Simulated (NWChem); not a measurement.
Species: GaO, doublet; SMILES [O]=[Ga]

Program: NWChem. Spin-unrestricted. No stability test was run on the SCF state. Each level has its own optimisation; frequencies are unscaled.

| level | basis functions | r Ga–O (Å) | highest harmonic frequency (cm⁻¹) | zero-point energy (kcal/mol) | dipole (D) | relative time |
|---|---|---|---|---|---|---|
| PBE0/STO-3G | 23 | 1.400 | 1303 | 1.9 | 0.42 | 1 |
| PBE0/def2-SVP | 46 | 1.707 | 752 | 1.1 | 3.38 | 2 |
| PBE0/def2-SVPD | 61 | 1.716 | 725 | 1.0 | 3.97 | 5 |
| PBE0/def2-TZVP | 79 | 1.705 | 741 | 1.1 | 3.70 | 9 |
| PBE0/def2-TZVPD | 94 | 1.705 | 738 | 1.1 | 3.84 | 10 |
| PBE0/def2-TZVPP | 79 | 1.705 | 741 | 1.1 | 3.70 | 9 |

The last column is a rough cost ratio, cheapest run = 1.
